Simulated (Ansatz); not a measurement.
```yaml
crystal:
  periodic: [false, false, false]
  atoms:
    - {symbol: C, position_ang: [-0.921430, 2.223057, -0.529459]}
    - {symbol: O, position_ang: [0.397726, 1.254799, 2.143085]}
    - {symbol: Ge, position_ang: [0.989146, -2.295057, 0.507976]}
    - {symbol: O, position_ang: [-0.770797, -0.283645, -2.404334]}
    - {symbol: H, position_ang: [0.322468, 4.063992, -1.472066]}
    - {symbol: H, position_ang: [-3.217070, 2.868779, -0.158143]}
    - {symbol: H, position_ang: [4.221553, -3.127693, -0.040636]}
    - {symbol: H, position_ang: [-0.818975, -4.829635, 1.830594]}
basis:
  gaussian: {orbitals: cc-pVDZ, fitting: {mean_field: def2-universal-jkfit}}
hamiltonian: {xc: {name: B3LYP5}}
scf: {lower_state_search: full}
```

```sh
$ ansatz run in.yaml --threads 2 --pin off --events-out ev --progress --plain --max-ram 4352MiB
```

It prints (some lines left out):

```
Functional definition: B3LYP5
567 factors; integrals over basis functions are off by at most 6.9e-1 eV
mean field evaluation 1: about -61595.0132 eV, gradient 1.2e2 eV
mean field evaluation 2: about -61595.0142 eV, gradient 1.2e2 eV
mean field evaluation 4: about -61580.9132 eV, gradient 1.6e2 eV
mean field evaluation 8: about -61670.5265 eV, gradient 2.1e1 eV
mean field evaluation 16: about -61672.4578 eV, gradient 2.5e1 eV
mean field evaluation 32: about -61674.5594 eV, gradient 7.8e-4 eV
mean field evaluation 320: about -61674.5596 eV, gradient 2.0e-4 eV
mean field -61674.55955600 eV, -2266.4982591652 hartree, gradient 4.0e-6 eV, S^2 0.000000; 32 other end points of the search recorded, 0 dependent functions left out
reference -61674.55997866 eV, -2266.4982746976 hartree; 29, 29 occupied and 60, 60 virtual orbitals, 567 factors
Total energy: -61674.55997866 eV, -2266.4982746976 hartree
```

In this input the geometry is stretched to more than twice its size. The run converged. The result belongs to that input, not to the molecule as meant.
